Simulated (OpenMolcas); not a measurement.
**Si I: effect of the IPEA shift**

| Quantity | Value |
| --- | --- |
| Program | OpenMolcas 26.06 |
| Basis | ANO-R3 [6s5p4d2f1g] |
| Scalar Hamiltonian | X2C, finite nucleus |
| Active space | 2 electrons in 3 orbitals (3p) |
| State averaging | 2S+1 = 3 even, 3 roots; 2S+1 = 1 even, 6 roots |
| Spin-orbit coupling | RASSI with atomic mean-field integrals over the reference wave functions, term energies averaged over their components |

Methods on the same reference wave functions:
A. CASSCF
B. SS-CASPT2, IPEA 0 Eh, imaginary shift 0.1 Eh (closed shells correlated: 2s 2p 3s)
C. SS-CASPT2, IPEA 0.25 Eh, imaginary shift 0.1 Eh (closed shells correlated: 2s 2p 3s)

Energies in cm⁻¹ above 3s² 3p² ³P₀, the measured ground level; measured values from NIST Handbook of Basic Atomic Spectroscopic Data.

| Level | A | B | C | Measured |
| --- | --- | --- | --- | --- |
| 3s² 3p² ³P₀ | 0.0 | 0.0 | 0.0 | 0.0 |
| 3s² 3p² ³P₁ | 66.1 | 66.7 | 66.7 | 77.1 |
| 3s² 3p² ³P₂ | 194 | 195 | 195 | 223 |
| 3s² 3p² ¹D₂ | 8784 | 6760 | 6270 | 6299 |
| 3s² 3p² ¹S₀ | 21494 | 15710 | 15450 | 15394 |

Deviations, from unrounded energies. A percentage is the sum of absolute deviations over the sum of measured energies, with the sign that they share, or ± where signs differ.

| Against measurement | Levels | A | B | C |
| --- | --- | --- | --- | --- |
| mean absolute deviation (cm-1) | 4 | 2200 | 200 | 31 |
| fine structure of the ground term (%) | 2 | -13.2 | -13.0 | -13.0 |
| other terms of the ground configuration (%) | 2 | +39.6 | +3.6 | ±0.4 |

C lies closest to measurement on these levels and A furthest from it. The largest miss of C in the table is 3s² 3p² ¹S₀, by +56 cm-1. The ranking rests on the paired levels alone, and a cruder setting can come out closer through cancelling errors.

Between B and C the level of the table that moves most is 3s² 3p² ¹D₂, by 490 cm-1 (lowest in C, highest in B). Moves below CASPT2's spread within the term are not significant.

From A to B the spin-free energies of the other terms of 3s² 3p² shown, above ³P, scale by factors of 0.73 to 0.77.

The lowest spin-free term lies below A's lowest term by 0.348 hartree in B, 0.339 hartree in C.

CASPT2 breaks the degeneracy within a term, and the mean is taken; among the terms shown or strongly mixed into the levels shown the widest spread is 100 cm-1 (3s² 3p² ¹D, C). With the s shell closed, the reference lacks s² → p² mixing. Without dynamic correlation excited terms often stand tens of per cent too high (terms of higher spin than the ground term too low), and those without a measured partner can miss by more than the paired ones (holds for A). Measured partners are found by configuration, term and J. A level has none where our copy of the source lacks it or the pairing is in doubt (some pairs that miss far off the trend of their configuration count as doubtful), and it then counts in no deviation. Levels of configurations outside the active space are missing.
